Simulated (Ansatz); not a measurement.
Geometry optimisation, RKS PBE-D4/def2-SVP in Ansatz 0.2.0.

The input (input.yaml):

```yaml
crystal:
  periodic: [false, false, false]
  atoms:
    - { symbol: Ti, position_ang: [0.0, 0.0, 0.0] }
    - { symbol: F, position_ang: [0.0, 0.0, 1.83] }
    - { symbol: O, position_ang: [1.8106, 0.0, -0.6394] }
    - { symbol: H, position_ang: [2.1269, -0.9521, -0.756] }
    - { symbol: O, position_ang: [-0.9043, 1.5667, -0.6394] }
    - { symbol: H, position_ang: [-1.8621, 1.336, -0.8617] }
    - { symbol: O, position_ang: [-0.9043, -1.5667, -0.6394] }
    - { symbol: H, position_ang: [-1.359, -2.0324, 0.133] }
basis:
  gaussian: { orbitals: def2-SVP }
hamiltonian:
  xc: pbe
  dispersion: d4
relax:
  f_tol: 0.02
  max_steps: 40
output:
  orbitals: {}
```

Command:

```bash
$ ansatz run input.yaml --threads 4 --pin off --max-ram 5120MiB --backend cpu --events-out ev --progress --plain --runs-dir out
```

Problem. Where does it end, and by what steps?

Solution. The forces met the threshold. After 8 steps the energy has fallen by 0.670 eV; H8 moved furthest, 0.21 Å.

```tsv
step	energy less start (eV)	largest force component (eV/Å)	accepted
0	0.0000	2.333	yes
1	-0.5218	0.967	yes
2	-0.6071	0.303	yes
3	-0.6337	0.352	yes
4	-0.6594	0.329	yes
5	-0.6674	0.128	yes
6	-0.6702	0.021	yes
7	-0.6702	0.024	yes
8	-0.6703	0.017	yes
```

```xyz
8
Properties=species:S:1:pos:R:3
Ti -0.034 -0.025 0.002
F -0.017 0.038 1.771
O 1.656 -0.050 -0.619
H 2.199 -0.838 -0.799
O -0.847 1.441 -0.652
H -1.788 1.535 -0.885
O -0.913 -1.518 -0.444
H -1.349 -2.231 0.053
```

Whether the end is a true minimum wasn't checked by a vibrational analysis.

Time of the run: 10 s on 4 threads of Arm Neoverse V2, with other jobs on the host, peak memory 0.16 GiB.
